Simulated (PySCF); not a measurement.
C6H8O2SSi, SMILES s1c(ccc1)[SiH2]C(=O)OC (GFN2-xTB optimised geometry):

```
18

C     -0.971    -4.092     0.384
O     -1.486    -2.765     0.288
C     -0.628    -1.758     0.096
O      0.565    -1.902     0.001
Si    -1.646    -0.135    -0.001
C     -0.456     1.304     0.000
C      0.911     1.304     0.000
C      1.478     2.594     0.000
C      0.537     3.574     0.000
S     -1.058     2.939    -0.001
H      0.113    -4.056     0.509
H     -1.221    -4.636    -0.527
H     -1.441    -4.568     1.243
H     -2.537    -0.108     1.162
H     -2.431    -0.185    -1.239
H      1.482     0.393    -0.001
H      2.537     2.783     0.001
H      0.681     4.636     0.001
```

Calculation: PBE0/def2-SVP in PySCF.

Q: What are the frontier orbital energies and the dipole moment?

A: HOMO-2 -7.72 eV, HOMO-1 -7.29 eV, HOMO -6.93 eV, LUMO -0.79 eV, LUMO+1 -0.19 eV; dipole moment 0.98 D.

Meta-Löwdin charges at PBE0/def2-SVP: C1 -0.10, O2 -0.33, C3 0.31, O4 -0.43, Si5 0.58, C6 -0.35, C7 -0.11, C8 -0.14, C9 -0.23, S10 0.25, H11 0.12, H12 0.11, H13 0.12, H14 -0.09, H15 -0.09, H16 0.13, H17 0.12, H18 0.13.
